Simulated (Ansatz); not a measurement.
The molecule NiAs, multiplicity 4 (lowest of 2S+1 = 2, 4, 6 at PBE0/def2-TZVPP; our sources give no spin for the ground state, which may be another). No spin–orbit coupling. Ni is treated without relativity. As is treated without relativity.

Constants: fifth-degree fit in 1/R to seven points, most abundant isotopes. Runs in def2 and cc sets follow the lowest solution found near the PBE0 minimum.

Correlated levels freeze the inner cores; with def2 sets outer-core shells near the valence are correlated too.

The values were computed with Ansatz (an electronic-structure program) with Gaussian orbitals. Values without a source in brackets are computed.

```
level                 r_e (Å)  ω_e (cm⁻¹)  ω_e x_e (cm⁻¹)  dipole (D)
--------------------  -------  ----------  --------------  ----------
PBE/def2-TZVPP          2.179         299            0.82        2.47
r2SCAN/def2-TZVPP       2.191         314             1.1        2.80
B97M-V/def2-TZVPP       2.219           …             1.1        2.35
PBE0/def2-TZVPP         2.231         291             1.0        2.88
BHLYP/def2-TZVPP        2.276         269            0.86        3.28
CAM-B3LYP/def2-TZVPP    2.231         292            0.94        2.92
wB97X-V/def2-TZVPP      2.231         294            0.89        3.48
B2PLYP/def2-TZVPP           …           …             1.0           -
```

### Question
Some entries are withheld; supply them.

### Answer

- B2PLYP/def2-TZVPP, r_e (Å): 2.217
- B2PLYP/def2-TZVPP, ω_e (cm⁻¹): 298
- B97M-V/def2-TZVPP, ω_e (cm⁻¹): 300
